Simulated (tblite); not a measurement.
Compound: H5N2OSi2 (doublet state).
Bonds: O1–Si2, Si2–N3, N3–Si4, Si4–N5, Si2–N5. Hydrogens: H6 on Si2; H7 on N3; H8, H9 on Si4; H10 on N5.

Structure optimised with GFN2-xTB, isolated species. This method treats the open shell by occupation alone, without spin polarisation.

Problem. List the bond lengths, angles and torsions at this level.

Solution. 
```tsv
bond	length (Å)
O1–Si2	1.516
Si2–N3	1.797
N3–Si4, Si4–N5	1.731
Si2–N5	1.820
Si2–H6	1.471
N3–H7, N5–H10	1.005
Si4–H8	1.456
Si4–H9	1.456
```

Bonds in one row agree within 0.01 Å and their mean is given. A selection of angles:
```tsv
angle	degrees
O1–Si2–N3	120.4
O1–Si2–N5	120.6
O1–Si2–H6	126.5
N3–Si2–N5	81.7
N3–Si2–H6	98.7
N5–Si2–H6	98.4
Si2–N3–Si4	96.4
Si2–N3–H7	124.7
Si4–N3–H7	126.6
N3–Si4–N5	86.2
N3–Si4–H8	112.7
N3–Si4–H9	111.7
N5–Si4–H8	108.6
N5–Si4–H9	116.2
H8–Si4–H9	117.3
Si2–N5–H10	124.0
```

Dihedral angles: O1–Si2–N3–Si4 -119° (anticlinal); Si2–N3–Si4–N5 -2° (synperiplanar); N3–Si4–N5–Si2 2° (synperiplanar); O1–Si2–N5–Si4 119° (anticlinal). The mirror-image conformer, all signs reversed, is as good.

Si2 (silicon bonded to 2 N, O and H) has angles from 81.7° to 126.5°. N3 (nitrogen bonded to 2 Si and H) is pyramidal (angles 126.6°, 124.7° and 96.4°, sum 347.7°, 0.27 Å off the plane of its three neighbours). Si4 (silicon bonded to 2 N and 2 H) has angles from 86.2° to 117.3°. The N–Si distances run from 1.729 Å (Si4–N5, drawn single) to 1.820 Å (Si2–N5, drawn single), a spread of 0.091 Å. The 4-membered ring Si2–N3–Si4–N5 has internal angles of 81.7° to 96.4° (sum 360°, against 360° for a flat polygon); it is almost planar, 0.01 Å rms from its mean plane, widest ring torsion 2°.

Its GFN2-xTB frequencies are all real (lowest 97 cm⁻¹). 2 starts were optimised and ended at 0.00 and 3.12 kcal/mol (GFN2-xTB); the lowest of these is shown.

All values are computed, not measured.
